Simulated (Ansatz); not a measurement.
C3H4BN, SMILES `C#CBN=C`. Charge 0, multiplicity 1. The structure was optimised at the PBE0-D4/def2-TZVP level. It is one conformer, not always the lowest.

```xyz
9

C    -2.117    1.347   -0.856
C    -1.236    0.917   -0.154
B    -0.141    0.403    0.775
N     0.782   -0.492    0.332
C     1.629   -1.306   -0.056
H    -2.895    1.726   -1.478
H    -0.061    0.770    1.912
H     2.574   -0.980   -0.502
H     1.466   -2.385    0.028
```

(1) What is the dipole moment at ωB97M-V/def2-TZVPP? (Best estimate.)

(2) And with PBE, r2SCAN, B3LYP? (Estimate.)

(3) Give the Mulliken charges with ωB97M-V, PBE, B3LYP in def2-TZVPP. (Estimate.)

Results:

(1) Computed: 2.24 D, with components (1.44, -1.47, -0.88) D in this frame, pointing from negative to positive charge.

(2) The calculation gave: PBE 2.19 D, r2SCAN 2.18 D, B3LYP 2.18 D.

(3) Ansatz gave: 
```tsv
atom	ωB97M-V	PBE	B3LYP
C1	-0.06	-0.15	-0.08
C2	-0.25	-0.14	-0.27
B3	-0.18	-0.16	-0.15
N4	0.01	0.12	0.06
C5	-0.04	-0.09	-0.07
H6	0.23	0.20	0.25
H7	0.05	0.00	0.02
H8	0.12	0.11	0.11
H9	0.12	0.11	0.11
```

B3LYP here is the variant with VWN-RPA as its local correlation; programs differ in this.
